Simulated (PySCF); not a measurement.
Computed shifts of a molecule C2H10O2Si2, PBE0/pcSseg-1 run with PySCF, GIAO, gas phase, atoms alike by connectivity averaged where their shifts nearly agree, in ppm (number of nuclei): ²⁹Si: -7.4 (1), -8.5 (1). ¹³C: 11.7 (2). ¹H: 5.24 (1), 5.11 (1), 5.05 (1), 4.96 (1), 1.32 (1), 1.21 (1), 1.01 (1), 0.89 (1), 0.74 (2). References: ¹⁷O against H2O (σ = 334.2 ppm); ²⁹Si against TMS (σ = 352.7 ppm); ¹³C against TMS (σ = 186.3 ppm); ¹H against TMS (σ = 31.56 ppm), references at their B3LYP-D3(BJ)/def2-TZVP geometries, non-relativistic. The structure is a stationary point at PBE0-D3(BJ)/def2-SVP. The values are those of a single conformer.

**Question.** Identify the compound among the candidates.
A. CO[Si@@H](O)[SiH2]C
B. C[SiH](C)O[SiH2]O
C. O[SiH2]CC[SiH2]O
D. C[Si@@H](CO)O[SiH3]

**Answer.** C, O[SiH2]CC[SiH2]O
